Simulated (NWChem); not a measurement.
System meant: TiClF$_{3}$; SMILES [F][Ti]([F])([Cl])[F]

Here is an NWChem input.

```
start job
memory heap 200 mb stack 900 mb global 1100 mb
geometry units angstroms noautoz
  Ti     0.000000     0.000000     0.288097
  F      0.086670     1.615714     0.874943
  F      1.355914    -0.882915     0.874943
  F     -1.442584    -0.732798     0.874943
  Cl     0.000000     0.000000    -1.884569
end
basis spherical
  * library def2-svp
end
dft
  xc pbe0
  iterations 4
  mulliken
end
task dft energy
```

End of the output:

```
    Atom       Charge   Shell Charges
 -----------   ------   -------------------------------------------------------
    1 Ti  22    21.88   2.00  2.00  1.90  0.28  0.07  5.99  5.82  0.88  1.24  1.50  0.21
    2 F    9     9.06   1.98  1.01  0.76  3.15  2.16  0.01
    3 F    9     9.06   1.98  1.01  0.76  3.15  2.16  0.01
    4 F    9     9.06   1.98  1.01  0.76  3.15  2.16  0.01
    5 Cl  17    16.93   2.00  1.96  1.04  0.78  5.82  2.24  3.09  0.01

 center of mass
 --------------
 x =   0.00000000 y =   0.00000000 z =   0.02112835

 moments of inertia (a.u.)
 ------------------
         879.165853760460          -0.000000000000          -0.000000000000
          -0.000000000000         879.165853760460          -0.000000000000
          -0.000000000000          -0.000000000000         532.859356510392

     Multipole analysis of the density
     ---------------------------------

     L   x y z        total         alpha         beta         nuclear
     -   - - -        -----         -----         ----         -------
     0   0 0 0     -0.000000    -33.000000    -33.000000     66.000000

     1   1 0 0      0.000000      0.000000      0.000000      0.000000
     1   0 1 0     -0.000000     -0.000000     -0.000000      0.000000
     1   0 0 1      0.054751      0.027376      0.027376      0.000000

     2   2 0 0    -33.086104    -79.650132    -79.650132    126.214160
     2   1 1 0      0.000000      0.000000      0.000000      0.000000
     2   1 0 1      0.000000      0.000000      0.000000      0.000000
     2   0 2 0    -33.086104    -79.650132    -79.650132    126.214160
     2   0 1 1      0.000000      0.000000      0.000000      0.000000
     2   0 0 2    -32.598078   -164.153743   -164.153743    295.709408

 ------------------------------------------------------------------------
 dft energy failed                                                                                  0
 ------------------------------------------------------------------------
 ------------------------------------------------------------------------
  current input line :
    18: task dft energy
 ------------------------------------------------------------------------
 ------------------------------------------------------------------------
 This type of error is most commonly associated with calculations not reaching convergence criteria
 ------------------------------------------------------------------------
 For more information see the NWChem manual at https://nwchemgit.github.io

0:dft energy failed:Received an Error in Communication
```

Q: What is wrong, and how is it mended?

A: Convergence was not reached. Cause: the SCF was allowed too few iterations. This input runs:
```
start job
memory heap 200 mb stack 900 mb global 1100 mb
geometry units angstroms noautoz
  Ti     0.000000     0.000000     0.288097
  F      0.086670     1.615714     0.874943
  F      1.355914    -0.882915     0.874943
  F     -1.442584    -0.732798     0.874943
  Cl     0.000000     0.000000    -1.884569
end
basis spherical
  * library def2-svp
end
dft
  xc pbe0
  iterations 150
  mulliken
end
task dft energy
```
It converges to -1608.35317 Ha (PBE0/def2-SVP).
